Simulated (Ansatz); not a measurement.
Consider the formal exchange of groups at a C–C bond: `CCCCCC(C)(C)C` + `COC=O` → `CCOC=O` + `CCCCCC(C)C`.

Isolated molecules relaxed with PBE0-D4/def2-TZVP in Ansatz; ΔE leaves out vibrations. CCSD(T)/CBS adds triple-zeta CCSD(T) − MP2 to the extrapolated MP2 energy (def2 sets, frozen cores). Functionals use def2-TZVPP. Each species was taken in one conformer, which may not be the lowest.

`CCCCCC(C)(C)C`:

Z-matrix (Å, degrees):
```
C
C 1 1.520
H 1 1.094 2 111.1
H 1 1.093 2 111.8 3 -120.0
H 1 1.092 2 111.2 3 119.9
C 2 1.525 1 113.9 3 55.8
H 2 1.095 1 109.2 3 -65.5
H 2 1.095 1 109.5 3 179.2
C 6 1.525 2 115.4 1 58.5
H 6 1.096 2 108.8 1 -178.9
H 6 1.097 2 108.7 1 -63.8
C 9 1.520 6 113.4 2 60.4
H 9 1.095 6 109.4 2 -62.8
H 9 1.094 6 108.1 2 -177.7
C 12 1.536 9 116.7 6 176.7
H 12 1.098 9 108.7 6 54.1
H 12 1.096 9 109.3 6 -61.0
C 15 1.527 12 111.0 9 -61.4
C 15 1.527 12 107.9 9 179.5
C 15 1.527 12 110.7 9 60.5
H 18 1.094 15 111.0 12 -55.9
H 18 1.094 15 110.6 12 -175.5
H 18 1.092 15 111.9 12 64.8
H 19 1.094 15 111.0 12 60.0
H 19 1.094 15 111.1 12 -179.9
H 19 1.094 15 111.0 12 -59.9
H 20 1.094 15 111.0 12 55.9
H 20 1.092 15 111.8 12 -64.8
H 20 1.094 15 110.6 12 175.5
```

`COC=O`:

Z-matrix (Å, degrees):
```
C
O 1 1.427
H 1 1.091 2 110.5
H 1 1.087 2 105.9 3 119.7
H 1 1.091 2 110.5 3 -120.5
C 2 1.330 1 115.2 3 60.3
O 6 1.196 2 125.8 1 0.0
H 6 1.100 2 109.2 1 180.0
```

`CCOC=O`:

```xyz
11

C     0.968   -0.967    0.055
C     0.465    0.367    0.547
O    -0.972    0.398    0.598
C    -1.597    0.708   -0.534
O    -1.079    0.968   -1.582
H     2.059   -0.986    0.096
H     0.663   -1.139   -0.978
H     0.589   -1.780    0.677
H     0.811    1.181   -0.091
H     0.776    0.557    1.575
H    -2.683    0.694   -0.361
```

`CCCCCC(C)C`:

```xyz
26

C    -3.708    0.147    0.658
C    -2.482    1.021    0.460
C    -1.177    0.248    0.553
C     0.051    1.120    0.344
C     1.377    0.397    0.536
C     1.631   -0.796   -0.383
C     1.573   -0.410   -1.854
C     2.970   -1.437   -0.049
H    -3.692   -0.335    1.640
H    -4.632    0.725    0.586
H    -3.752   -0.645   -0.094
H    -2.478    1.826    1.204
H    -2.537    1.516   -0.517
H    -1.113   -0.240    1.534
H    -1.192   -0.562   -0.185
H     0.009    1.569   -0.654
H     0.009    1.961    1.047
H     2.197    1.115    0.402
H     1.446    0.053    1.576
H     0.849   -1.544   -0.198
H     0.590   -0.030   -2.142
H     2.310    0.368   -2.079
H     1.793   -1.270   -2.493
H     3.153   -2.322   -0.664
H     3.790   -0.734   -0.227
H     3.015   -1.741    1.000
```

| species | PBE energy (Eh) |
| --- | --- |
| `CCCCCC(C)(C)C` | -354.62356 |
| `COC=O` | -228.90254 |
| `CCOC=O` | -268.17764 |
| `CCCCCC(C)C` | -315.35498 |

(1) Work out ΔE.

Largest T1 diagnostic among the species: 0.015.

## Answers

(1) ΔE = (-268.17764) + (-315.35498) − (-354.62356) − (-228.90254) = -0.00652 Eh = -0.18 eV. CCSD(T)/CBS gives -0.06 eV.

The D4 term adds +0.10 eV with B3LYP and +0.06 eV with PBE0; it sums over pairs of atoms, weighted by their polarisabilities, and B3LYP, whose exchange is more repulsive, gets the larger term. In def2-TZVPP, CCSD(T) changes the Hartree–Fock value by +0.19 eV (the triples alone add +0.03 eV) and MP2 by +0.22 eV.

B3LYP here is the variant with VWN-RPA as its local correlation; programs differ in this.
